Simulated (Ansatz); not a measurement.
A geometry relaxed with B3LYP-D3(BJ)/def2-SVP in Ansatz (a quantum-chemistry and plane-wave program), charge 0, multiplicity 1:

```xyz
23

H      0.9689     1.5560     0.4192
H      4.7253    -0.4600    -0.1827
C      3.6438    -0.5015    -0.0343
C     -2.9620    -0.1871     0.5222
H     -0.9134    -1.5847     1.1220
C     -4.0687     0.5400     0.2929
H     -5.0368     0.2253     0.6897
C      1.6141    -1.7872     0.2535
H     -1.1014     2.8337    -0.4625
C      0.8479    -0.6070     0.3412
H     -3.0645    -1.0993     1.1255
C     -1.5918     0.1117     0.0861
Si    -1.3013     1.5214    -1.1480
C      2.9927    -1.7364     0.0565
C     -0.6020    -0.7087     0.5353
C      1.5239     0.6271     0.2763
H     -4.0553     1.4666    -0.2866
H      3.5648    -2.6639    -0.0229
H      1.1097    -2.7543     0.3264
C      2.9048     0.6786     0.0854
H     -2.4954     1.6470    -2.0305
H     -0.1120     1.2355    -1.9931
H      3.4087     1.6471     0.0430
```

**Question.** Write the SMILES of this molecule.

**Answer.** `C=C/C([SiH3])=C/c1ccccc1`
